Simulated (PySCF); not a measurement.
Isomers of C3H12OSi3, from PBE0-D3(BJ)/def2-SVP geometry optimisation, gas phase in PySCF. One conformer each, no zero-point energy, no frequencies.

Question: Which isomer lies lower at this level?
A. `[CH2:1]=[CH:2][CH2:3][Si@H:4]([SiH3:5])[O:6][SiH3:7]` with C1–C2–C3–Si4 97°, C2–C3–Si4–Si5 60°, C3–Si4–O6–Si7 75°: A = 1377, B = 1171, C = 825.4 MHz, dipole 0.91 D
B. `[SiH3:1][SiH2:2][O:3][SiH2:4][CH:5]1[CH2:6][CH2:7]1` with Si1–Si2–O3–Si4 180°, Si2–O3–Si4–C5 174°, O3–Si4–C5–C6 -152°: A = 2936, B = 572.4, C = 503.4 MHz, dipole 0.88 D

Answer: A. That is `C=CC[Si@H]([SiH3])O[SiH3]`, 2.8 kcal/mol below the other.

```tsv
SMILES	mapped SMILES	E (Eh)	relative (kcal/mol)	relative (kJ/mol)	dipole (D)
C=CC[Si@H]([SiH3])O[SiH3]	[CH2:1]=[CH:2][CH2:3][Si@H:4]([SiH3:5])[O:6][SiH3:7]	-1064.28836	0.0	0.0	0.91
[SiH3][SiH2]O[SiH2]C1CC1	[SiH3:1][SiH2:2][O:3][SiH2:4][CH:5]1[CH2:6][CH2:7]1	-1064.28386	2.8	11.8	0.88
```

As drawn, the lower has a C=C bond outside aromatic rings, which the higher lacks; the higher has a three-membered ring, which the lower lacks.
